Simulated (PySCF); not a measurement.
**Worked example: oscillator strength and radiative lifetime**

Se(F)(OSiH3) (FH3OSeSi), SMILES F[Se]O[SiH3].

The structure is a stationary point at PBE-D3(BJ)/def2-SVP. A frequency run showed that this geometry is not a minimum. One conformer was computed; it need not be the lowest.

TDA-ωB97X/def2-SVPD in PySCF 2.14.0 puts the first singlet state with f over 0.02 at 6.62 eV (vertical), with the transition dipole (0.145, 0.331, -0.510) in atomic units.

### Question
Find the oscillator strength, the wavelength and the radiative lifetime that this transition would have in vacuum if emission retraced absorption.

### Answer

|μ|² = 0.3907 au, so |μ| = 1.59 D. ΔE = 6.62/27.211 = 0.2433 hartree. f = (2/3) ΔE |μ|² = 0.063 (the program prints 0.063).
λ = 1239.84/6.62 = 187 nm; ν = 53394 cm⁻¹.
Einstein's coefficient A = 0.6670 ν² f s⁻¹ (ν in cm⁻¹) = 1.2e8 s⁻¹, so τ = 1/A = 8.3 ns. This state is S3; the lower singlets have f = 0.000, 0.002. The figure is the radiative limit of this one transition; relaxation, internal conversion, crossing to triplets and a medium change what is measured.
